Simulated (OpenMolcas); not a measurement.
Sb3+: effect of the basis set

* Program: OpenMolcas 26.06
* Method: SS-RASPT2, IPEA 0.25 Eh, imaginary shift 0.1 Eh (closed shells correlated: 4d)
* Active space: 2 electrons in 9 orbitals (RAS2 5s 5p; RAS3 5d, at most 2 electrons)
* State averaging: 2S+1 = 3 even, 3 roots; 2S+1 = 1 even, 7 roots; 2S+1 = 3 odd, 3 roots; 2S+1 = 1 odd, 3 roots
* Spin-orbit coupling: RASSI with atomic mean-field integrals over the reference wave functions, term energies averaged over their components

A. ANO-R2 [7s6p4d2f1g], X2C, finite nucleus; CASPT2 step roughly 5 core-seconds
B. ANO-RCC-VTZP [7s6p4d2f1g], DKH2, point nucleus; CASPT2 step of the order of 9 core-seconds
C. ANO-RCC-VQZP [8s7p5d3f2g], DKH2, point nucleus; CASPT2 step of the order of 13 core-seconds
D. ANO-RCC [10s9p8d5f3g], DKH2, point nucleus; CASPT2 step roughly 20 core-seconds

Energies in cm⁻¹ above 5s² ¹S₀, the measured ground level; measured values from Moore, Atomic Energy Levels, vol. III, NSRDS-NBS 35 (1971 reprint of NBS Circular 467, 1958).

| Level | A | B | C | D | Measured |
| --- | --- | --- | --- | --- | --- |
| 5s² ¹S₀ | 0.0 | 0.0 | 0.0 | 0.0 | 0.0 |
| 5s 5p ³P°₀ | 64500 | 65100 | 65010 | 64700 |  |
| 5s 5p ³P°₁ | 66460 | 67160 | 66930 | 66680 | 66700 |
| 5s 5p ³P°₂ | 71340 | 72340 | 71700 | 71630 | 72560 |
| 5s 5p ¹P°₁ | 94190 | 95060 | 94450 | 94240 | 95952 |
| 5p² ³P₀ | 151720 | 153520 | 152900 | 152350 | 152076 |

Deviations, from unrounded energies. A percentage is the sum of absolute deviations over the sum of measured energies, with the sign that they share, or ± where signs differ.

```csv
Against measurement,Levels,A,B,C,D
mean absolute deviation (cm-1),4,900,760,850,730
other configurations (%),4,-0.9,±0.8,±0.9,±0.8
```

B, D lie about equally close to measurement and A furthest from it. The largest miss of D in the table is 5s 5p ¹P°₁, by -1700 cm-1. The ranking rests on the paired levels alone, and a cruder setting can come out closer through cancelling errors.

Among A to D the level of the table that moves most is 5p² ³P₀, by 1800 cm-1 (lowest in A, highest in B). Moves below CASPT2's spread within the term are not significant.

Active for correlation alone: 5d; no level in the range computed is led by a configuration that fills it, so any true level of that kind is missing. Some terms mix strongly with configurations of 5d, whose occupation reaches 0.29 (5p² ¹D) (holds for C; D). Measured partners are found by configuration, term and J. A level has none where our copy of the source lacks it or the pairing is in doubt (some pairs that miss far off the trend of their configuration count as doubtful), and it then counts in no deviation. Levels of configurations outside the active space are missing. Levels that lie high or do not pair safely by name in every column are left out.

° marks odd parity.
